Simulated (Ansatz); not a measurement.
System: C$_{2}$H$_{6}$B (charge -1, singlet). It need not be the lowest isomer of its formula. Whether it binds its extra electron was not tested at this geometry. 
Structure (B3LYP-D3(BJ)/def2-TZVP (Ansatz, an electronic-structure program) minimum search):
```xyz
9

B      0.1692    -0.4497     0.2538
C      1.3280     0.0464    -0.4633
C     -1.2816     0.2651     0.2343
H      0.2327    -1.4687     0.9329
H      2.3073    -0.4356    -0.4504
H      1.3103     0.9512    -1.0788
H     -1.2901     1.1717    -0.3855
H     -1.6158     0.5592     1.2408
H     -2.0689    -0.3986    -0.1541
```
Charge -1, spin multiplicity 1.

Parts of the frozen-core correlation energy in 6-31G (Ansatz, hartree). Frozen orbitals: 3; correlated occupied orbitals by spin: 9 and 9; virtual: 27 and 27. Spin-orbit coupling is left out. Non-relativistic.

| term | value |
|---|---|
| reference (HF) | -103.82241 |
| MP2 opposite-spin | (withheld) |
| MP2 same-spin | (withheld) |
| CCSD correlation | (withheld) |
| (T) | -0.00752 |
| T1 diagnostic | 0.014 |
| largest doubles amplitude | 0.122 |

**Question.** Fill in the missing entries.

**Answer.** 
- MP2 opposite-spin, value: -0.19616
- MP2 same-spin, value: -0.04993
- CCSD correlation, value: -0.28461
